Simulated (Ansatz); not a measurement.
Conformers of CHBF₄O (`FBOC(F)(F)F`), each relaxed with PBE0-D4/def2-TZVP in Ansatz. CBS adds the triple-zeta coupled-cluster correction to the MP2 limit.

Not all of them had a frequency check.

Conformer A:

```xyz
8

F     0.312   -1.509    2.031
B     0.426   -0.530    1.167
O    -0.394   -0.609    0.074
C    -0.383    0.331   -0.897
F    -1.267   -0.003   -1.819
F    -0.702    1.533   -0.420
F     0.814    0.427   -1.474
H     1.195    0.361    1.338
```

Conformer B:

Z-matrix (Å, degrees):
```
C
F 1 1.322
F 1 1.330 2 108.4
O 1 1.355 2 108.4 3 121.4
F 1 1.330 2 108.4 3 -117.2
B 4 1.368 1 124.5 2 180.0
F 6 1.315 4 120.8 1 -0.0
H 6 1.188 4 117.8 1 180.0
```

Question: Which is lowest in electronic energy at CCSD(T)/CBS (frozen core, def2 sets), and by how much? (An estimate is asked.)

Answer: Computed: A; B lies 2.9 kJ/mol higher.

Question: Give the energies relative to A (kJ/mol) with B3LYP-D4/def2-TZVPP, PBE/def2-TZVPP, r2SCAN/def2-TZVPP, B3LYP/def2-TZVPP, HF/def2-TZVPP, CCSD(T)/def2-TZVPP, HF/def2-QZVPP. (Estimate.)

Answer: Ansatz gave: 
```json
{"level": "B3LYP-D4/def2-TZVPP", "B": "2.9"}
{"level": "PBE/def2-TZVPP", "B": "4.0"}
{"level": "r2SCAN/def2-TZVPP", "B": "3.3"}
{"level": "B3LYP/def2-TZVPP", "B": "3.7"}
{"level": "HF/def2-TZVPP", "B": "3.4"}
{"level": "CCSD(T)/def2-TZVPP", "B": "3.4"}
{"level": "HF/def2-QZVPP", "B": "3.4"}
```

B3LYP here is the variant with VWN-RPA as its local correlation; programs differ in this.
